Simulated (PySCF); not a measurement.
Working out the ionisation energy of Mo

Mo [Kr] 4d5 5s1 (7S) → Mo+ [Kr] 4d5 (6S). Calculation: PySCF 2.14, in def2-TZVPPD with the def2 core potential (28 electrons) (6s4p3d2f1g, 56 functions); scalar relativity through the core potential. Frozen: nothing. Energies in hartree (1 hartree = 27.21139 eV):

```json
{"part": "UHF", "Mo (lower)": "-67.566616", "Mo+ (upper)": "-67.336223"}
{"part": "CCSD correlation", "Mo (lower)": "-0.356641", "Mo+ (upper)": "-0.329551"}
{"part": "(T)", "Mo (lower)": "-0.010249", "Mo+ (upper)": "-0.008082"}
```

Question: What does Hartree-Fock give?

Answer: (-67.336223) − (-67.566616) = 0.230393 hartree = 6.269 eV.

Question: What do CCSD and CCSD(T) give?

Answer: The CCSD correlation energies differ by 0.027090 hartree = 0.737 eV and the triples by 0.002167 hartree = 0.059 eV, so CCSD gives 7.006 eV and CCSD(T) 7.065 eV.

Measured between the centres of the two terms (NIST): 7.092 eV, so CCSD(T) (valence and next inner shell) is off by -0.027 eV.

What remains against the reference includes basis incompleteness and higher excitations.
